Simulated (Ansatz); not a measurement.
Calculated with Ansatz (gas phase, PBE0-D4/def2-TZVP geometries, no zero-point term in ΔE). CCSD(T)/CBS is the MP2 limit (def2-TZVPP, def2-QZVPP) plus CCSD(T) − MP2 in def2-TZVPP, frozen cores. Functionals use def2-TZVPP. Elements past krypton have def2 core potentials. For Te outer-core shells are correlated without core-valence functions, which leaves a few kJ/mol of doubt a bond. Each species was taken in one conformer, which may not be the lowest.

Reaction (redistribution): `OC1([SiH2]F)BC1` + `OC[TeH]` → `F[SiH2]C[TeH]` + `OC1(O)BC1`

(1) Is it downhill or uphill in electronic energy at CCSD(T)/CBS, and by how much? (Best estimate.)

(2) What do these levels give: ωB97M-V, B2PLYP, PBE0, MP2/def2-TZVPP, SCS-MP2/def2-TZVPP, CCSD(T)/def2-TZVPP? (Estimate.)

Largest T1 diagnostic among the species: 0.013.

Results:

(1) Ansatz gave: Downhill: ΔE = -9.9 kcal/mol.

(2) Computed: ωB97M-V -10.2, B2PLYP -9.2, PBE0 -9.5, MP2/def2-TZVPP -10.2, SCS-MP2/def2-TZVPP -9.9, CCSD(T)/def2-TZVPP -10.2 kcal/mol.

From PBE to PBE0 (25 % exact exchange), in def2-TZVPP and without D4, ΔE moves by −1.3 kcal/mol. In def2-TZVPP, CCSD(T) changes the Hartree–Fock value by +1.1 kcal/mol (the triples alone add +0.4 kcal/mol) and MP2 by +1.1 kcal/mol.
